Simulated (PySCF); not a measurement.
## Simulated absorption spectrum

Compound: C6H3F5.
Z-matrix (Å and degrees, PBE0-D3(BJ)/def2-SVP geometry), rows numbered from 1:
```
F 
C   1  1.3284
C   2  1.3390  1  122.18
C   3  1.4410  2  123.79  1     0.04
C   4  1.3460  3  123.46  2  -179.99
F   5  1.3331  4  121.04  3     0.07
C   5  1.4488  4  124.51  3  -179.97
F   7  1.3329  5  115.34  4     0.19
C   7  1.3438  5  127.17  4  -179.84
F   9  1.3028  7  124.82  5     0.10
F   9  1.3049  7  122.62  5  -179.90
H   2  1.0928  1  113.00  3  -179.98
H   3  1.0917  2  117.20  1  -179.92
H   4  1.0906  3  119.30  2     0.01
```

Method: TDDFT B3LYP/def2-SVPD, vertical, gas phase, core orbitals frozen in the response (PySCF).

Computed states:

```
state  E (eV)       f
   S1    4.66   1.020
   S2    5.57  0.0028
   S3    5.71  0.0016
   S4    5.86  0.0002
   S5    6.20  0.0026
   S6    6.60  0.0096
```

Broadening: Gaussians 0.5 eV wide at half height, area fixed by f = 4.319×10⁻⁹ ∫ε dν̃. The width is an assumption, not a result. The curve ends short of the highest state used, and states not computed would add to its high-energy end.

Q: What does the envelope look like, and where are its maxima?

A: 
(E (eV), ε (L mol⁻¹ cm⁻¹)): (3.91, 115), (3.98, 346), (4.05, 936), (4.12, 2273), (4.19, 4947), (4.27, 10535), (4.34, 18169), (4.41, 28107), (4.48, 39002), (4.56, 49647), (4.63, 54579), (4.70, 53822), (4.77, 47609), (4.84, 37777), (4.92, 25387), (4.99, 15962), (5.06, 9007), (5.13, 4570), (5.20, 2102), (5.28, 802), (5.35, 371), (5.42, 236), (5.49, 217), (5.56, 229), (5.64, 237), (5.71, 228), (5.78, 206), (5.85, 182), (5.93, 163), (6.00, 162)

Maxima: 266 nm (4.66 eV), ε about 55000, made up of S1 (100%); 220 nm (5.63 eV), ε about 240, made up of S2 (60%) and S3 (35%) (ε in L mol⁻¹ cm⁻¹; maxima over ε = 5, shares over 10%). At its high-energy end, 6.00 eV, the curve is still rising (ε about 160, from S2, S3 and S5).

Q: Does any computed singlet lie in the visible range?

A: No computed singlet lies in the visible range (380 to 750 nm); the lowest, at 266 nm, stands 1.39 eV above its violet end (3.26 eV).

Q: On this curve, what absorbance would a 10⁻⁴ mol/L sample give at 222 nm over a 1 cm path?

A: 222 nm is 5.585 eV, where ε is about 230 L mol⁻¹ cm⁻¹, so A = ε c l ≈ 0.023 (Beer–Lambert, with the gas-phase spectrum and the assumed width).

Q: What would ε be at 4.66 eV, the highest of these maxima, with half the width (0.25 eV)?

A: About 110000 L mol⁻¹ cm⁻¹ against 55000, a factor of about 2.00; a lone state at its own centre would give exactly 2.

One conformer stands for the species.
